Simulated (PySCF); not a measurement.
C3H5, SMILES [CH]=CC, multiplicity 2. Coordinates come from a B3LYP-D3(BJ)/def2-TZVP optimisation. The isomer is the one that the SMILES or the coordinates give; other isomers of the formula were not compared.

Problem. Give the equilibrium geometry at B3LYP-D3(BJ)/def2-TZVP (PySCF confirms it by a frequency run) as a Z-matrix, and its point group. (Estimate from the structure and the level; the computed values follow.)

Solution. point group Cs.
```
C
C 1 1.3043
H 2 1.0780 1 138.15
H 1 1.0957 2 118.15 3 0.00
C 1 1.5031 4 115.65 2 180.00
H 5 1.0889 1 111.22 4 180.00
H 5 1.0931 6 108.64 1 121.91
H 5 1.0931 6 108.64 7 116.19
```
Charge 0, spin multiplicity 2.
